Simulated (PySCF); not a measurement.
Compound: C₈H₁₂.
SMILES with atom numbers: `[CH2:1]=[CH:2]/[CH:3]=[CH:4]\[C:5](=[CH2:6])[CH2:7][CH3:8]` (hydrogens: H9, H10 on C1; H11 on C2; H12 on C3; H13 on C4; H14, H15 on C6; H16, H17 on C7; H18, H19, H20 on C8)

The geometry is computed with GFN2-xTB (gas phase).

Question: Give the optimised bond lengths and angles.

Answer: 
| bond | length (pm) | order |
| --- | --- | --- |
| C1=C2 | 133.3 | double |
| C2–C3 | 144.1 | single |
| C3=C4 | 134.6 | double |
| C4–C5 | 145.2 | single |
| C5=C6 | 133.8 | double |
| C5–C7 | 150.5 | single |
| C7–C8 | 153.0 | single |
| C1–H9 | 107.8 | single |
| C1–H10 | 107.7 | single |
| C2–H11 | 107.7 | single |
| C3–H12 | 108.6 | single |
| C4–H13 | 108.5 | single |
| C6–H14 | 107.7 | single |
| C6–H15 | 107.7 | single |
| C7–H16, C7–H17 | 109.1 | single |
| C8–H18, C8–H19, C8–H20 | 108.8 | single |

Bonds in one row agree within 1 pm and their mean is given. Orders are formal, as drawn. A selection of angles:
| angle | degrees |
| --- | --- |
| C2–C1–H9 | 121.7 |
| C2–C1–H10 | 122.0 |
| H9–C1–H10 | 116.3 |
| C1–C2–C3 | 122.0 |
| C1–C2–H11 | 118.7 |
| C3–C2–H11 | 119.3 |
| C2–C3–C4 | 131.4 |
| C2–C3–H12 | 112.8 |
| C4–C3–H12 | 115.8 |
| C3–C4–C5 | 133.4 |
| C3–C4–H13 | 115.0 |
| C5–C4–H13 | 111.6 |
| C4–C5–C6 | 118.2 |
| C4–C5–C7 | 122.8 |
| C6–C5–C7 | 119.0 |
| C5–C6–H14 | 122.2 |
| C5–C6–H15 | 121.7 |
| H14–C6–H15 | 116.1 |
| C5–C7–C8 | 111.0 |
| C5–C7–H16 | 108.8 |
| C8–C7–H16 | 108.7 |
| C8–C7–H17 | 110.7 |
| H16–C7–H17 | 107.3 |
| C7–C8–H18 | 111.1 |
| C7–C8–H20 | 109.9 |
| H18–C8–H19 | 108.7 |
| H18–C8–H20 | 108.1 |

Torsions: C1–C2–C3–C4 179° (antiperiplanar); C2–C3–C4–C5 1° (synperiplanar); C3–C4–C5–C6 179° (antiperiplanar); C4–C5–C7–C8 -77° (synclinal). The mirror-image conformer, all signs reversed, is as good.

Of the pairs four or more bonds apart, H11···H17 is among the closest relative to their van der Waals radii: 1.99 Å, 83 % of the sum of Bondi's values. The C–C distances run from 1.333 Å (C1=C2, drawn double) to 1.530 Å (C7–C8, drawn single), a spread of 0.197 Å.

Point group: C1 (no symmetry element, even within 0.4 Å). Not checked by GFN2-xTB frequencies. The numbers are those of one conformer.
